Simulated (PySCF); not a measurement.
# Shifts of the heteroatoms

Cartesian coordinates in Å; atom numbers follow the order of the lines, from 1:
```xyz
19

C    -2.105   -1.347   -0.125
N    -1.457   -0.057   -0.160
N    -2.165    0.894   -0.916
C    -0.100    0.070    0.048
C     0.656   -0.987    0.569
C     2.006   -0.834    0.809
C     2.646    0.365    0.543
C     1.909    1.418    0.034
C     0.558    1.279   -0.213
H    -3.136   -1.195   -0.434
H    -1.633   -2.071   -0.799
H    -2.097   -1.745    0.891
H    -2.252    1.762   -0.391
H    -1.699    1.095   -1.801
H     0.187   -1.931    0.790
H     2.567   -1.668    1.207
H     3.704    0.475    0.729
H     2.388    2.364   -0.177
H     0.013    2.124   -0.611
```

PySCF calculation with shielding tensors at PBE0/pcSseg-1 (GIAO) and structure optimised with GFN2-xTB; one conformer, no solvent model, rapidly exchanging positions averaged, relativity neglected.

Q: Predict the ¹⁵N NMR data.

A: 
| atoms | environment | σ (ppm) | δ (ppm) |
| --- | --- | --- | --- |
| N2 | nitrogen bonded to O or N | 166.7 | -301.6 |
| N3 | nitrogen bonded to O or N | 170.3 | -305.0 |

Shieldings were converted by a linear fit to measured shifts: ¹⁵N (scatter 6.3 ppm rms vs CH3NO2, solution or neat liquid). Occasional misses reach two or three times the rms, and more in compound classes unlike the fitted ones.

On a 400 MHz spectrometer ¹⁵N resonates near 40.5 MHz, so 1 ppm is 40.5 Hz.
